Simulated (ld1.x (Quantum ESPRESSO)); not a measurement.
# Configuration tests for Bi (TM)

* Element: bismuth
* Generator: ld1.x (Quantum ESPRESSO) 7.5
* Type: norm-conserving Troullier–Martins (Kleinman–Bylander form)
* Functional: LDA (PZ)
* Relativity: scalar-relativistic
* Frozen core: [Xe] 4f14 5d10
* Valence charge: 5
* Reference configuration: 6s2 6p2 (charge +1)
* Partial waves: 6p (bound): rc 1.95 bohr; 6d channel at 0.15 Ry: rc 1.55 bohr; 6s (bound): rc 1.85 bohr
* Local potential: the s channel
* Core correction: Bessel-smoothed model core inside 1.45 bohr

Energies are relative to the spin-unpolarised reference configuration 6s2 6p2; without spin polarisation the order of configurations can differ from experiment. Spin-polarised rows fill each open shell by Hund’s rule, majority spin first.

```csv
valence configuration,charge,ΔE all-electron (eV),error AE − PS (meV)
6s2 6p3,0,-8.154,-3.5
6s2 6p1,+2,15.565,-30
6s2 6p0,+3,39.280,-164
6s1 6p3,+1,10.895,-26
6s0 6p5,0,12.568,-58
6s2 6p2.5,+0.5,-4.946,-0.3
6s1 6p4,0,2.023,-7.8
6s2 6p2 (spin-polarised),+1,-0.552,-5.4
6s2 6p3 (spin-polarised),0,-9.178,-9.2
```

Levels in the configuration 6s2 6p2 (spin-polarised):

| level | all-electron (eV) | pseudo (eV) |
| --- | --- | --- |
| 6s up | -22.841 | -22.845 |
| 6p up | -12.166 | -12.165 |
| 6s down | -21.861 | -21.872 |
